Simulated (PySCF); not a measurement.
**SrH₃⁻: from structure and modes to constants**

These are results of PBE0 in PySCF with Sr def2-TZVPD with ECP28, H def2-TZVPD; scalar-relativistic core potentials, no spin–orbit coupling; density-fitted integrals, not measurements.

The singlet minimum has D3h symmetry. Masses (u): Sr 87.90561, H 1.00782.

```xyz
4
charge -1 multiplicity 1, angstrom
Sr    0.0000    0.0000    0.0000
H     2.2993    0.0000    0.0000
H    -1.1496    1.9912    0.0000
H    -1.1497   -1.9912    0.0000
```

Harmonic wavenumbers (cm⁻¹): 275.4 (a2'', ×1), 394.2 (e', ×2), 946.1 (e', ×2), 1044.7 (a1', ×1).

Find the principal moments of inertia and the rotational constants. What kind of rotor is it?

About the centre of mass I = 7.9921, 7.9921, 15.984 u Å². With B = 16.8576/I this gives 2.109, 2.109, 1.055 cm⁻¹. The molecule is an oblate symmetric top.

What is the harmonic zero-point energy?

Half the sum of all 6 wavenumbers, 4001/2 = 2000 cm⁻¹, which is 23.9 kJ/mol (1 cm⁻¹ = 0.0119627 kJ/mol).

Find the vibrational entropy and heat capacity at 298.15 K.

With u = 1.43878 ω/T, each mode gives S = R[u/(eᵘ−1) − ln(1−e⁻ᵘ)] and C = R u² eᵘ/(eᵘ−1)².
| ω (cm⁻¹) | u | S (J/(mol K)) | C (J/(mol K)) |
| --- | --- | --- | --- |
| 275.4 | 1.329 | 6.53 | 7.19 |
| 394.2 (×2) | 1.902 | 4.12 | 6.20 |
| 946.1 (×2) | 4.565 | 0.49 | 1.84 |
| 1044.7 | 5.041 | 0.33 | 1.38 |
The sums over all modes are S = 16.1 and C = 24.7 J/(mol K); the softest mode gives 41 % of the entropy (each member, where degenerate).

Give the standard entropy (298.15 K, 1 bar) by its translational, rotational, vibrational and spin parts, and Cp.

Sackur–Tetrode with M = 90.93 u gives 165.1; rotation with symmetry number 6 gives 62.4; vibration 16.1; spin R ln 1 = 0.0. The total is 243.6 J/(mol K), and Cp = 4 R + 24.7 = 57.9 J/(mol K).

Only a few start shapes were tried, so a lower isomer may exist. The lowest empty level of this anion is unbound, so it and the gap depend on the basis.
